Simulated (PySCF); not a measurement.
C7H11As.
SMILES with atom numbers: `[CH:1]#[C:2][C@@H:3]1[CH2:4][CH2:5][CH2:6][AsH:7][CH2:8]1` (hydrogens: H9 on C1; H10 on C3; H11, H12 on C4; H13, H14 on C5; H15, H16 on C6; H17 on As7; H18, H19 on C8)

Geometry (PBE0-D3(BJ)/def2-SVP, Å), atoms numbered from 1 in this order:
```xyz
19
C7H11As angstrom
C      1.381   -0.476    2.573
C      1.333   -0.150    1.407
C      1.270    0.249    0.001
C      0.122    1.243   -0.253
C     -1.271    0.685    0.012
C     -1.671   -0.451   -0.919
As    -0.461   -2.015   -0.904
C      1.216   -0.967   -0.936
H      1.432   -0.767    3.606
H      2.215    0.784   -0.212
H      0.195    1.582   -1.301
H      0.286    2.131    0.376
H     -1.326    0.343    1.060
H     -2.002    1.506   -0.081
H     -1.703   -0.104   -1.967
H     -2.680   -0.823   -0.684
H     -0.481   -2.185    0.613
H      1.343   -0.626   -1.977
H      2.045   -1.658   -0.723
```

Method used: TDDFT CAM-B3LYP/def2-SVPD, vertical, gas phase, core orbitals frozen in the response (PySCF). The CAM-B3LYP/def2-SVPD calculation is non-relativistic and has no spin–orbit coupling, an omission that weighs most on arsenic.

Computed states:

```tsv
state	E (eV)	f
S1	6.36	0.074
S2	6.48	0.012
S3	6.51	0.041
S4	6.72	0.0017
S5	6.73	0.0054
S6	6.99	0.092
S7	7.11	0.043
S8	7.43	0.030
S9	7.56	0.085
S10	7.65	0.035
```

Each state is given a Gaussian of 0.3 eV full width at half maximum, with ε(max) = 2.175×10⁸ f / Δν̃ (Δν̃ the width in cm⁻¹). The width is an assumption, not a result. The curve ends short of the highest state used, and states not computed would add to its high-energy end.

(1) What does the envelope look like, and where are its maxima?

(2) Coming from long wavelengths, where does ε first pass 100 L mol⁻¹ cm⁻¹?

(3) On this curve, what absorbance would a 10⁻⁵ mol/L sample give at 193 nm over a 1 cm path?

Results:

(1) 
(λ (nm), ε (L mol⁻¹ cm⁻¹)): (176.0, 11126), (177.5, 10832), (178.9, 9056), (180.4, 6461), (181.9, 4206), (183.4, 2924), (184.8, 2726), (186.3, 3452), (187.8, 4893), (189.3, 6685), (190.8, 8375), (192.2, 9454), (193.7, 9757), (195.2, 9072), (196.7, 7576), (198.1, 5795), (199.6, 3902), (201.1, 2347), (202.6, 1262), (204.0, 641), (205.5, 279), (207.0, 110), (208.5, 39), (210.0, 13)

Maxima: 193 nm (6.41 eV), ε about 9800, made up of S1 (62%) and S3 (28%); 177 nm (7.02 eV), ε about 11000, made up of S6 (72%) and S7 (28%) (ε in L mol⁻¹ cm⁻¹; maxima over ε = 5, shares over 10%).

(2) At about 207 nm (5.99 eV), 0.37 eV below S1.

(3) 193 nm is 6.424 eV, where ε is about 9700 L mol⁻¹ cm⁻¹, so A = ε c l ≈ 0.097 (Beer–Lambert, with the gas-phase spectrum and the assumed width).

All these states lie below the vertical ionisation energy of 8.82 eV (ΔSCF).

On an Arm Neoverse N1 with one thread, shared host, this took 16 min (grids of density and orbitals included) and 1.4 GiB of memory at its peak.

One conformer stands for the species.
